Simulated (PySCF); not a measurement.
C2H7AlO, charge +1, multiplicity 2. Atoms are numbered in the order given.

```xyz
11

Al     0.0863    -0.1652     0.1799
C     -1.5602    -1.1302    -0.1740
H     -1.5947    -1.4615    -1.2225
H     -2.4338    -0.4998     0.0491
H     -1.5340    -2.0018     0.5025
C     -0.0166     1.5402    -1.1598
H      0.9222     1.3016    -1.6839
H      0.0381     2.2923    -0.3571
H     -0.9431     1.4938    -1.7420
O      1.4562    -0.1539     1.0631
H      2.2352    -0.2057     1.6133
```
Charge +1, spin multiplicity 2.

Coordinates come from a ωB97X-D3(BJ)/def2-SVP optimisation. The spin state was assumed, not searched. The isomer is the one that the SMILES or the coordinates give; other isomers of the formula were not compared. Other conformers were not sampled.

These are TDA-PBE0/def2-SVPD run with PySCF values and carry that method's errors.

Vertical excitations. Gas-phase values at a fixed geometry.

Computed UV-visible absorptions:
| state | energy (eV) | λ (nm) | f | main pairs |
|---|---|---|---|---|
| root 1 | 3.21 | 386 | 0.000 | β HOMO−2→LUMO 99 % |
| root 2 | 3.25 | 381 | 0.033 | β HOMO→LUMO 83 %, β HOMO−1→LUMO 15 % |
| root 3 | 3.50 | 354 | 0.174 | β HOMO−1→LUMO 79 %, β HOMO→LUMO 13 % |
| root 4 | 4.76 | 260 | 0.001 | β HOMO−3→LUMO 92 % |
| root 5 | 4.80 | 259 | 0.008 | β HOMO−4→LUMO 76 %, β HOMO−5→LUMO 23 % |
| root 6 | 5.08 | 244 | 0.014 | β HOMO−5→LUMO 76 %, β HOMO−4→LUMO 23 % |
| root 7 | 5.11 | 243 | 0.001 | β HOMO−6→LUMO 91 % |
| root 8 | 6.59 | 188 | 0.000 | α HOMO→LUMO+1 95 % |
| root 9 | 6.86 | 181 | 0.130 | α HOMO→LUMO 86 % |
| root 10 | 7.18 | 173 | 0.001 | α HOMO−1→LUMO+1 44 %, β HOMO−2→LUMO+1 49 % |
Unrestricted roots are not spin-pure.
